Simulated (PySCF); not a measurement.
## Ge (germanium, neutral) across methods

[Ar] 3d10 4s1 4p3, high-spin 5S determinant (an excited configuration). All numbers are calculated (PySCF 2.14, the spin-free X2C one-electron Hamiltonian (Gaussian nucleus), in x2c-TZVPPall (6s5p4d1f, 48 functions)).

| method | E (hartree) | mean ε 3d β (eV) | mean ε 4s α (eV) | mean ε 4p α (eV) | Σ⟨r²⟩ (bohr²) | ⟨S²⟩ |
| --- | --- | --- | --- | --- | --- | --- |
| PBE | -2098.214 | -30.225 | -13.542 | -5.348 | 41.93 | 6.001 |
| LDA | -2095.205 | -30.623 | -13.708 | -5.430 | 42.02 | 6.001 |
| TPSSh | -2098.472 | -31.647 | -14.439 | -5.809 | 41.73 | 6.002 |
| UHF | -2096.91808 | -44.501 | -20.555 | -9.315 | 42.29 | 6.003 |
| TPSS | -2098.483 | -30.128 | -13.699 | -5.378 | 41.77 | 6.002 |
| MN15 | -2099.810 | -35.069 | -15.685 | -6.799 | 41.27 | 6.001 |
| PBE0 | -2098.256 | -34.011 | -15.452 | -6.450 | 41.79 | 6.001 |
| r2SCAN | -2098.507 | -30.830 | -14.344 | -5.718 | 41.64 | 6.002 |
| r2SCANh | -2098.496 | -32.292 | -15.010 | -6.108 | 41.64 | 6.002 |
